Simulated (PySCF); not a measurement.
4-thiophen-2-ylbenzaldehyde (C11H8OS), SMILES O=Cc1ccc(-c2cccs2)cc1.

Coordinates come from a B3LYP-D3(BJ)/def2-SVP optimisation. The values are those of a single conformer.

Two levels are set side by side: PBE/def2-SVP (PySCF) and r2SCAN/def2-SVP (PySCF). Same geometry, gas phase. Differences are taken from unrounded values.

```
quantity                       PBE
---------------------------  -----
orbital gap (eV)              2.74
highest occupied level (eV)  -5.62
lowest empty level (eV)      -2.88
dipole moment (D)             4.20
mean polarisability (bohr³)  155.0
```

Task: These are the PBE values. What does r2SCAN give? (The exact figures need the calculation; the answer reports its results.)

Result: 
| quantity | r2SCAN | PBE minus r2SCAN |
|---|---|---|
| orbital gap (eV) | 2.96 | -0.22 |
| highest occupied level (eV) | -5.83 | 0.21 |
| lowest empty level (eV) | -2.87 | -0.01 |
| dipole moment (D) | 4.39 | -0.20 |
| mean polarisability (bohr³) | 152.4 | 2.5 |

Rough cost on one machine, each run with all the roots and properties that it gave: r2SCAN against PBE about 3 times.
